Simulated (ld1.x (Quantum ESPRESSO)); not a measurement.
## germanium: one change to a PAW potential, before and after

| Quantity | Value |
| --- | --- |
| Element | germanium |
| Generator | ld1.x (Quantum ESPRESSO) 7.5 |
| Type | PAW |
| Functional | BP86 |
| Relativity | scalar-relativistic |
| Frozen core | [Ar] 3d10 |
| Valence charge | 4 |
| Reference configuration | 4s2 4p2 |
| Partial waves | 4s (bound): rcut 1.70, rcutus 1.95 bohr; 4s channel at 0.05 Ry: rcut 1.70, rcutus 1.95 bohr; 4p (bound): rcut 1.95, rcutus 2.55 bohr; 4p channel at 0.7 Ry: rcut 1.95, rcutus 2.55 bohr |
| Local potential | all-electron potential smoothed inside 1.80 bohr (lloc = -2) |
| Core correction | Bessel-smoothed model core inside 1.45 bohr |
| Augmentation charge | PSQ, inside the norm-conserving radii |

All-electron outer shells of the reference configuration (BP86, scalar-relativistic, ld1.x):

```
shell  level (eV)  outermost node (bohr)  outermost maximum (bohr)
   3p     -115.71                   0.23                      0.54
   3d      -29.44                      –                      0.50
   4s      -11.88                   0.77                      1.73
   4p       -4.03                   0.82                      2.22
```

Change: all radii but the core radius scaled by about 0.78 (s 1.52, p 2.00 bohr, rcut 1.34/1.52); local potential all-electron potential smoothed inside 1.42 bohr (lloc = -2).

Cutoffs: the cutoffs (Ry, on a coarse ladder) from which the occupation-weighted sum of valence levels, in a spherical-Bessel basis at the reference potential, stays within 10 and 1 mRy of its value at 400 Ry; they do not see the model core or the augmentation charge, which bear on the density cutoff. Errors are all-electron minus pseudo energies relative to the spin-unpolarised reference configuration.

Problem. Predict the effect on cutoff, ghosts and configuration errors.

Solution. The potential gets harder (8 Ry and 12 Ry → 15 Ry and 21 Ry); the errors of the 7 common tests hardly move; neither file shows a bound ghost. A smaller radius makes the pseudo-wave follow the all-electron one further in, where it bends more sharply, so more plane waves are needed.

```csv
quantity,base,changed
"cutoff, loose",8 Ry,15 Ry
"cutoff, tight",12 Ry,21 Ry
loose cutoff by channel (10 mRy a level),"s 6 Ry, p 6 Ry","s 12 Ry, p 6 Ry"
bound ghosts,none,none
"error for 4s2 4p1, meV [ΔE 7.59 eV]",-6.9,-6.9
"error for 4s2 4p0, meV [ΔE 23.19 eV]",-56,-56
"error for 4s1 4p0, meV [ΔE 58.19 eV]",-337,-337
"error for 4s2 4p1.5, meV [ΔE 2.87 eV]",-1.3,-1.3
"error for 4s1 4p3, meV [ΔE 8.00 eV]",-11,-12
"error for 4s1 4p2, meV [ΔE 16.33 eV]",-33,-34
"error for 4s2 4p2.3, meV [ΔE -0.92 eV]",0.0,0.0
lowest overlap eigenvalue by channel,"s 0.41, p 0.74","s 0.54, p 0.64"
```
